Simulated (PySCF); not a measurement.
Converging Tl₂ in the basis (r²SCAN)

PySCF, UKS reference; triplet, unpaired electrons σ ↑, π ↑; De to Tl + Tl without counterpoise correction.

| basis | relativity | functions | Re (Å) | ωe (cm⁻¹) | De (eV) |
| --- | --- | --- | --- | --- | --- |
| cc-pVDZ-PP | scalar-relativistic core potentials | 46 | 3.142 | 80.3 | 1.26 |
| def2-SVP | scalar-relativistic core potentials | 52 | 3.142 | 80.3 | 1.25 |
| def2-SVPD | scalar-relativistic core potentials | 64 | 3.141 | 80.3 | 1.26 |
| def2-TZVPP | scalar-relativistic core potentials | 100 | 3.113 | 79.6 | 1.27 |

(1) How does each smaller set differ from the one with most functions, def2-TZVPP?

These are scalar-relativistic numbers at best; spin–orbit coupling would shift them, the dissociation energy most. The state is the lowest determinant that a PBE0 search found; another state may lie lower at other levels.

Results:

(1) cc-pVDZ-PP: +2.9 pm, +0.9 % in ωe, -0.01 eV in De; def2-SVP: +2.9 pm, +0.9 % in ωe, -0.02 eV in De; def2-SVPD: +2.8 pm, +0.9 % in ωe, -0.01 eV in De. All at r²SCAN; the set with most functions is neither the basis-set limit nor always the best.
